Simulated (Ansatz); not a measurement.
A nudged elastic band was laid between two geometries of C₂H₄FSi (8 atoms, charge 1, multiplicity 1).

The calculation used RKS PBE0-D4/STO-3G (Ansatz 0.2.0).

```
movable images  : 5
climbing image  : yes
spring          : 5.0 eV/Å²
optimiser       : quadratic models (default)
start path      : IDPP
force threshold : 0.05 eV/Å
iteration limit : 60
end points      : relaxed
```

Image 0:

```xyz
8
Properties=species:S:1:pos:R:3
C -0.089 0.920 -0.336
C 0.466 -0.364 0.270
F 1.787 -0.444 0.251
Si -0.653 -1.547 1.257
H 0.131 1.768 0.342
H 0.410 1.127 -1.299
H -1.177 0.853 -0.481
H -0.874 -2.313 -0.004
```

Image 6:

```xyz
8
Properties=species:S:1:pos:R:3
C -0.167 0.945 -0.212
C 0.303 -0.336 0.469
F 1.322 -0.166 1.296
Si -0.727 -1.935 0.364
H 0.698 1.466 -0.659
H -0.918 0.731 -0.987
H -0.609 1.623 0.545
H 0.097 -2.329 -0.816
```

Question: What changes between the two ends?

Answer: No bond is made or broken. The dihedral H6–C1–C2–Si4 goes from -145 to -19°. The two ends are copies of one structure, up to a mirror image or an exchange of like atoms.

Question: What energy profile does the band end with?

Answer: The forces met the threshold. The highest image is number 3 of 0 to 6, 2.6 kJ/mol above the ends, which have the same energy within 2 meV. A vibrational analysis at the climbing image gives one clearly imaginary mode, 104i cm⁻¹: a first-order saddle point. Limits of this set-up: minimal basis, the dipole of an ion depends on the origin.

```json
{"image": "0", "path coordinate (Å)": "0.00", "energy (kJ/mol)": "0.0", "dihedral H6–C1–C2–Si4 (°)": "-145"}
{"image": "1", "path coordinate (Å)": "0.54", "energy (kJ/mol)": "0.4", "dihedral H6–C1–C2–Si4 (°)": "-123"}
{"image": "2", "path coordinate (Å)": "1.09", "energy (kJ/mol)": "1.6", "dihedral H6–C1–C2–Si4 (°)": "-101"}
{"image": "3", "path coordinate (Å)": "1.63", "energy (kJ/mol)": "2.6", "dihedral H6–C1–C2–Si4 (°)": "-79"}
{"image": "4", "path coordinate (Å)": "2.15", "energy (kJ/mol)": "2.1", "dihedral H6–C1–C2–Si4 (°)": "-59"}
{"image": "5", "path coordinate (Å)": "2.67", "energy (kJ/mol)": "0.7", "dihedral H6–C1–C2–Si4 (°)": "-38"}
{"image": "6", "path coordinate (Å)": "3.19", "energy (kJ/mol)": "0.0", "dihedral H6–C1–C2–Si4 (°)": "-19"}
```

Question: What is the geometry of the highest image?

Answer: 
```xyz
8
Properties=species:S:1:pos:R:3
C -0.140 0.970 -0.221
C 0.371 -0.326 0.401
F 1.580 -0.226 0.933
Si -0.730 -1.864 0.688
H 0.527 1.814 0.013
H -0.184 0.839 -1.320
H -1.163 1.187 0.130
H -0.261 -2.395 -0.624
```

Question: What are the harmonic wavenumbers there?

Answer: 104i, 210, 339, 374, 382, 609, 742, 1002, 1082, 1241, 1494, 1516, 1602, 1615, 2497, 3323, 3466, 3520 cm⁻¹.

Run time: 32 s on 1 CPU thread of a shared host.
